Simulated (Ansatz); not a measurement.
Consider the redistribution: `C=C[CH2][AlH][F]` + `NC1(F)BN1` → `C=C[CH2][Al]([F])[F]` + `NC1BN1`.

Calculated with Ansatz (gas phase, PBE0-D4/def2-TZVP geometries, no zero-point term in ΔE). CBS: MP2 limit from def2 TZ/QZ plus the TZ coupled-cluster correction, frozen cores. This one scheme is used for every species. Functionals use def2-TZVPP. B3LYP here is the variant with VWN-RPA as its local correlation; programs differ in this. Each species was taken in one conformer, which may not be the lowest.

```json
{"level": "PBE-D4", "ΔE (kJ/mol)": "-195.3"}
{"level": "B3LYP-D4", "ΔE (kJ/mol)": "-210.9"}
{"level": "ωB97X-V", "ΔE (kJ/mol)": "-203.3"}
{"level": "ωB97M-V", "ΔE (kJ/mol)": "-206.4"}
{"level": "PBE", "ΔE (kJ/mol)": "-195.9"}
{"level": "PBE0", "ΔE (kJ/mol)": "-200.8"}
{"level": "HF/def2-TZVPP", "ΔE (kJ/mol)": "-219.7"}
{"level": "CCSD/def2-TZVPP", "ΔE (kJ/mol)": "-221.5"}
```

(1) What does CCSD(T)/CBS give? (Best estimate.)

Largest T1 diagnostic among the species: 0.013.

Answers

(1) Computed: -223.7 kJ/mol. The listed levels differ from it by 28.4, 12.8, 20.4, 17.3, 27.8, 22.9, 4.0, 2.2 kJ/mol.

From PBE to PBE0 (25 % exact exchange), in def2-TZVPP and without D4, ΔE moves by −4.8 kJ/mol.

CCSD(T)/CBS has its own doubt, a few kJ/mol and more with outer-core shells, so smaller differences from it don't rank the levels.
